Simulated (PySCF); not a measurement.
Coordinates in bohr (charge 0 multiplicity 1):
```
Ag    0.0000    0.0000    0.3542
F    -3.5170    0.0000    0.6073
F     0.0000    0.0000   -3.1831
F     3.5170    0.0000    0.6073
```

These are results of PBE0/[Ag def2-TZVP with ECP28, F def2-TZVP], scalar-relativistic core potentials, density fitting, no spin–orbit coupling, PySCF, not measurements.

This geometry of AgF3 is a stationary point at this level.

Q: What is the point group?

A: C2v.

Q: Is it a minimum?

A: Yes: all harmonic wavenumbers are real.

Q: What are the dipole moment and the gap between the highest occupied and lowest empty levels?

A: 2.58 D and 3.75 eV.

Q: Give the ideal-gas entropy at 298.15 K and 1 bar by parts.

A: translation 172.5, rotation 102.1, vibration 32.0, spin 0.0; total 306.5 J/(mol K).

Q: What is the atomisation energy, with and without zero-point energy?

A: 612 kJ/mol without, 597 kJ/mol with.

Stability towards spin polarisation was not tested. Other isomers or separated fragments may lie lower.
